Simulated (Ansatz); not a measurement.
Energy needed to pull apart C3H4AlF (SMILES C#[C][Al]([CH3])[F]), singlet, into free ground-state atoms, from the structure below (displaced at random from its PBE0-D4/def2-TZVP minimum); no zero-point or spin–orbit terms; open-shell atoms are treated unrestricted, in their ground-state multiplicity.

| atom | x (Å) | y (Å) | z (Å) |
| --- | --- | --- | --- |
| C1 | 0.1650 | 2.7540 | 0.3629 |
| C2 | 0.2412 | 1.6851 | -0.0262 |
| Al3 | 0.4521 | -0.1823 | -0.6447 |
| C4 | -0.4493 | -1.6764 | 0.2806 |
| F5 | 1.3362 | -0.4223 | -1.9556 |
| H6 | 0.1403 | 3.7028 | 0.6918 |
| H7 | -1.0856 | -2.1499 | -0.4447 |
| H8 | 0.3437 | -2.3130 | 0.5658 |
| H9 | -0.9450 | -1.3373 | 1.2816 |

Ansatz 0.2.0; basis: def2-TZVPP; cores frozen in the correlated methods.

```csv
method,atomization energy (kJ/mol)
PBE-D4,3755
r2SCAN-D4,3701
PBE0-D4,3687
wB97M-V,?
HF,2761
MP2,?
CCSD,3537
CCSD(T),3594
```

(1) What does wB97M-V give? (An estimate is asked for; the value comes from the calculation.)

(2) What does MP2 give? (Judge from chemistry; the value comes from the calculation.)

The T1 diagnostic stays at or below 0.012.

## Answers

(1) The calculation gives: 3698 kJ/mol, which is about 104 kJ/mol more than CCSD(T)/def2-TZVPP.

(2) The calculation gives: 3697 kJ/mol, which is about 103 kJ/mol more than CCSD(T)/def2-TZVPP.

In triple zeta the MP2 and coupled-cluster atomization energies are still short of their basis limit by a few kcal/mol a bond, whereas those of the functionals are nearly converged, so these differences are not deviations from converged CCSD(T).

For scale, one of the runs: CCSD(T)/def2-TZVPP forces, 222 basis functions (an equivalent command: `ansatz run in.yaml --threads 4`). The run took 5.2 min on 4 CPU threads (shared host), with 7 GiB of host memory at its peak.
